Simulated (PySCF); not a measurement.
Structure with atom numbers: `[CH3:1][CH2:2][O:3][SiH2:4][N:5]([CH3:6])[C:7]([CH3:8])=[O:9]`. Each H is labelled by its parent atom.

One averaged value for each set of equivalent atoms, no solvent model, relativity neglected, a single conformation. σ from GIAO-PBE0/pcSseg-1; GFN2-xTB structure; PySCF 2.14.0 with density-fitted response routines.

Referencing at the same level of theory: 13C (186.93 ppm) against TMS.

Q: Do the 13C shifts follow the atomic charges (in e)? Tabulate both.

A: 
| atoms | hybridisation | δ (ppm) | σ para (ppm) | Hirshfeld | IAO | Mulliken | ESP-fitted |
| --- | --- | --- | --- | --- | --- | --- | --- |
| C7 | sp2 | 182.5 | -247 | +0.18 | +0.43 | +0.41 | +0.76 |
| C2 | sp3 | 62.8 | -115 | +0.01 | -0.04 | +0.06 | +0.30 |
| C6 | sp3 | 30.2 | -90 | -0.06 | -0.31 | -0.05 | -0.40 |
| C8 | sp3 | 22.1 | -86 | -0.12 | -0.47 | -0.25 | -0.64 |
| C1 | sp3 | 20.8 | -84 | -0.12 | -0.44 | -0.33 | -0.26 |

Correlation coefficients of δ with charge over these carbons: Hirshfeld +0.98, IAO +0.97, Mulliken +0.94, ESP-fitted +0.91; with the paramagnetic shielding -1.00. Among the 4 sp3 carbons alone: Hirshfeld +0.97, IAO +0.99, Mulliken +0.88, ESP-fitted +0.90. With so few points, grouped by hybridisation, these coefficients are fragile. Charge is one influence among several: hybridisation and low-lying excitations act through the paramagnetic term.

Shifts are as computed. Against solution values, carbons near 30 ppm lie about +3 ppm off and those near 130 ppm about +5 ppm. Of 1211 compounds with measured shifts, 218 miss one by over three times the rms of a fit or turn the order of signals round; such compounds aren't used in these exercises.
